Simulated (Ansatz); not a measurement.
```yaml
crystal:
  periodic: [false, false, false]
  atoms:
    - {symbol: Cl, position_ang: [-1.609844, -1.607361, -2.230692]}
    - {symbol: Ga, position_ang: [-0.523578, -0.532565, -0.735761]}
    - {symbol: C, position_ang: [0.940620, 0.800895, -0.704755]}
    - {symbol: S, position_ang: [0.824755, 0.800059, 1.118905]}
    - {symbol: C, position_ang: [-0.527875, -0.422414, 1.241814]}
    - {symbol: H, position_ang: [1.915800, 0.463251, -1.058882]}
    - {symbol: H, position_ang: [0.718836, 1.779008, -1.134324]}
    - {symbol: H, position_ang: [-1.423331, -0.005495, 1.705235]}
    - {symbol: H, position_ang: [-0.226883, -1.321681, 1.781359]}
basis:
  gaussian: {orbitals: def2-TZVPD, final_grid: {core_spheres: 1, valence_spheres: 1, degree: 5}}
hamiltonian: {xc: {name: PBE}}
output: {forces: true}
```

```sh
$ ansatz run in.yaml --threads 4 --pin off --events-out ev --progress --plain --max-ram 10444MiB
```

Shortened log:

```
Functional definition: PBE
1501 factors; their error is unknown
mean field evaluation 1: about -77840.1229 eV, gradient 9.1e1 eV
mean field evaluation 2: about -77792.4453 eV, gradient 1.5e2 eV
mean field evaluation 4: about -77856.8102 eV, gradient 1.6e1 eV
mean field evaluation 8: about -77857.4462 eV, gradient 1.4e-1 eV
mean field evaluation 16: about -77866.6926 eV, gradient 4.2e-1 eV
mean field -77866.69316533 eV, -2861.5481938857 hartree, gradient 4.5e-5 eV, S^2 0.000000; 0 other end points of the search recorded, 0 dependent functions left out
reference -77866.69323224 eV, -2861.5481963444 hartree; 40, 40 occupied and 216, 216 virtual orbitals, 1501 factors
Total energy: -77866.69323224 eV, -2861.5481963444 hartree
Atom 0 at    -1.609844    -1.607361    -2.230692 Å, force     0.285802     0.280044     0.391602 eV/Å
Atom 1 at    -0.523578    -0.532565    -0.735761 Å, force    -1.142317    -1.124596    -1.568512 eV/Å
Atom 2 at     0.940620     0.800895    -0.704755 Å, force     5.304259     4.838488     0.224239 eV/Å
Atom 3 at     0.824755     0.800059     1.118905 Å, force    -3.101226    -3.065730    -4.266210 eV/Å
Atom 4 at    -0.527875    -0.422414     1.241814 Å, force     0.066620     0.475346     7.167009 eV/Å
Atom 5 at     1.915800     0.463251    -1.058882 Å, force    -6.634918     1.995711     2.392972 eV/Å
Atom 6 at     0.718836     1.779008    -1.134324 Å, force     1.212274    -6.626148     2.884373 eV/Å
Atom 7 at    -1.423331    -0.005495     1.705235 Å, force     5.924439    -2.700745    -3.361853 eV/Å
Atom 8 at    -0.226883    -1.321681     1.781359 Å, force    -1.914933     5.927629    -3.863620 eV/Å
Dipole moment:     0.130350     0.129211     0.179538 e Å
```

Question: What is wrong with this run?

Answer: The integration grid is far too coarse. The run converged. The result belongs to that input, not to the molecule as meant.
